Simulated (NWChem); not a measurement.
Molecule: CH₂AlNO; SMILES O=C=[N][AlH2]

```xyz
6

Al     0.0000     0.0000     1.7391
H      0.0000     1.4113     2.4704
H      0.0000    -1.4113     2.4704
N      0.0000     0.0000    -0.0520
C      0.0000     0.0000    -1.2662
O      0.0000     0.0000    -2.4484
```
Atoms are numbered in this order, from 1.

Program: NWChem. Pople sets run with spherical d functions. The geometry was optimised at PBE-D3(BJ)/def2-SVP.

### Question
Taking TPSS/6-311++G** as the yardstick, which of these has the fewest basis functions while keeping “dipole (D)” within 0.05 D of it: TPSS/6-31G*; TPSS/6-311G**; TPSS/6-31+G*; TPSS/STO-3G; TPSS/3-21G?

### Answer
TPSS/6-31+G* (a larger set in the list lies outside the tolerance).
```
level            basis functions  dipole (D)
---------------  ---------------  ----------
TPSS/STO-3G                   26        2.33
TPSS/3-21G                    44        1.68
TPSS/6-31G*                   64        1.84
TPSS/6-31+G*                  80        2.18
TPSS/6-311G**                 92        1.95
TPSS/6-311++G**              110        2.18
```

The yardstick is one finite set, not the basis-set limit.
